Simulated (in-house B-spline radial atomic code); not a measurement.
# Two electrons outside the 1s2 core: C2+

Computed with an all-electron radial atomic-structure program (B-spline basis): configuration interaction (CI) of the two valence electrons in the field of the frozen Dirac-Fock core, alone and with many-body perturbation theory for the core (screened one- and two-electron correlation potentials), Breit and QED terms; no-pair Dirac Hamiltonian, finite nucleus. Labels give the configuration (outer n counted up each series) and the leading LS term, or the jj pair where no LS term holds 70 %.

Command:
```bash
python run_mb.py task.json out
```
Settings (nuclear radius in fm, box in bohr, cutoff in hartree):
```
basis_form          3
Z                   6
core_configuration  1s2
rms_radius          2.4702
mass_number         12
speed_of_light      137.036
box_radius          22.5
lmax                6
intervals           67
virtual_cutoff      300.0
```

Run time, properties included: 68 s on 1 thread of Intel(R) Xeon(R) 6975P-C (shared host).

Excitation energies (eV):

```csv
level,purity of the LS term,CI alone,CI + MBPT + Breit + QED,Landé g of the LS mixture
2s2 1S0,1.0,0,0,-
2s2p 3P°0,1.0,6.5475,6.4883,-
2s2p 3P°1,1.0,?,?,?
2s2p 3P°2,1.0,6.5601,6.4976,1.50
2s2p 1P°1,1.0,12.855,12.703,1.00
2p2 3P0,1.0,17.231,17.036,-
2p2 3P1,1.0,17.235,17.04,1.50
2p2 3P2,1.0,17.243,17.045,1.50
2p2 1D2,1.0,18.246,18.089,1.00
2p2 1S0,1.0,22.815,22.66,-
2s3s 3S1,1.0,29.507,29.53,2.00
2s3s 1S0,1.0,30.614,30.645,-
2s3p 1P°1,1.0,32.098,32.1,1.00
2s3p 3P°0,1.0,32.18,32.195,-
2s3p 3P°1,1.0,32.181,32.196,1.50
2s3p 3P°2,1.0,32.183,32.197,1.50
2s3d 3D1,1.0,33.434,33.47,0.50
2s3d 3D2,1.0,33.435,33.471,1.17
2s3d 3D3,1.0,33.435,33.471,1.33
2s3d 1D2,1.0,?,?,?
2p3s 3P°0,1.0,38.267,38.213,-
2p3s 3P°1,1.0,38.272,38.217,1.50
2p3s 3P°2,1.0,38.282,38.226,1.50
2s4s 3S1,1.0,38.332,38.363,2.00
2p3s 1P°1,1.0,38.457,38.433,1.00
2s4s 1S0,1.0,38.606,38.645,-
2s4p 3P°0,1.0,39.368,39.396,-
2s4p 3P°1,1.0,39.368,39.396,1.50
2s4p 3P°2,1.0,39.369,39.397,1.50
2p3p 1P1,1.0,39.717,39.639,1.00
```

Question: Where does 2s3d 1D2 lie?

Answer: 34.253 eV in CI alone and 34.278 eV with all corrections; g = 1.00.

Question: Where does 2s2p 3P°1 lie?

Answer: 6.5517 eV in CI alone and 6.491 eV with all corrections; g = 1.50.

Question: What is the first ionisation energy?

Answer: 47.881 eV to the 2s1/2 state of the next ion (47.843 eV from CI alone). NIST lists 47.88778 ± 0.00025 eV (measured).

Some electric-dipole lines (reduced elements in atomic units, length form; vacuum wavelengths from the computed energies):

```json
{"upper": "2s2p 1P°1", "lower": "2s2 1S0", "D bare (size)": "1.57", "D with core polarisation (size)": "1.56", "λ (nm)": "97.605", "A (s⁻¹)": "1.8e+09"}
{"upper": "2p2 3P1", "lower": "2s2p 3P°0", "D bare (size)": "1.03", "D with core polarisation (size)": "1.03", "λ (nm)": "117.51", "A (s⁻¹)": "4.4e+08"}
{"upper": "2s3s 3S1", "lower": "2s2p 3P°0", "D bare (size)": "0.306", "D with core polarisation (size)": "0.307", "λ (nm)": "53.808", "A (s⁻¹)": "4.1e+08"}
{"upper": "2s3p 1P°1", "lower": "2s2 1S0", "D bare (size)": "0.55", "D with core polarisation (size)": "0.553", "λ (nm)": "38.625", "A (s⁻¹)": "3.6e+09"}
{"upper": "2s3p 3P°1", "lower": "2s2 1S0", "D bare (size)": "0.00574", "D with core polarisation (size)": "0.00577", "λ (nm)": "38.509", "A (s⁻¹)": "3.9e+05"}
{"upper": "2s3d 3D1", "lower": "2s2p 3P°0", "D bare (size)": "0.922", "D with core polarisation (size)": "0.921", "λ (nm)": "45.951", "A (s⁻¹)": "5.9e+09"}
{"upper": "2p3s 3P°1", "lower": "2s2 1S0", "D bare (size)": "0.00411", "D with core polarisation (size)": "0.00412", "λ (nm)": "32.442", "A (s⁻¹)": "3.4e+05"}
{"upper": "2s4s 3S1", "lower": "2s2p 3P°0", "D bare (size)": "0.13", "D with core polarisation (size)": "0.131", "λ (nm)": "38.898", "A (s⁻¹)": "2e+08"}
{"upper": "2p3s 1P°1", "lower": "2s2 1S0", "D bare (size)": "0.208", "D with core polarisation (size)": "0.209", "λ (nm)": "32.26", "A (s⁻¹)": "8.8e+08"}
{"upper": "2s4p 3P°1", "lower": "2s2 1S0", "D bare (size)": "0.000264", "D with core polarisation (size)": "0.000265", "λ (nm)": "31.471", "A (s⁻¹)": "1.5e+03"}
```

Weak lines are less accurate than strong ones.
